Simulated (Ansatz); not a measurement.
Calculated with Ansatz (gas phase, PBE0-D4/def2-TZVP geometries, no zero-point term in ΔE). CCSD(T)/CBS is the MP2 limit (def2-TZVPP, def2-QZVPP) plus CCSD(T) − MP2 in def2-TZVPP, frozen cores. Functionals use def2-TZVPP. One conformer a species, not always the lowest.

Consider the redistribution: `BO[SiH](S)Cl` + `[NH2][Al]([Cl])[Cl]` → `N[SiH](S)Cl` + `B[O][Al]([Cl])[Cl]`.

```csv
level,ΔE (eV)
PBE-D4,-0.06
r2SCAN-D4,-0.06
ωB97X-V,-0.05
B2PLYP,-0.07
r2SCAN,-0.07
CCSD/def2-TZVPP,-0.05
CCSD(T)/def2-TZVPP,-0.04
MP2/CBS(def2),-0.06
```

**Question.** What does CCSD(T)/CBS give? (Estimate.)

**Answer.** Computed: -0.05 eV. The listed levels differ from it by -0.01, -0.01, 0.00, -0.02, -0.02, 0.00, 0.01, -0.01 eV.

Largest T1 diagnostic among the species: 0.012.

In def2-TZVPP, CCSD(T) changes the Hartree–Fock value by +0.04 eV (the triples alone add +0.01 eV) and MP2 by +0.03 eV.
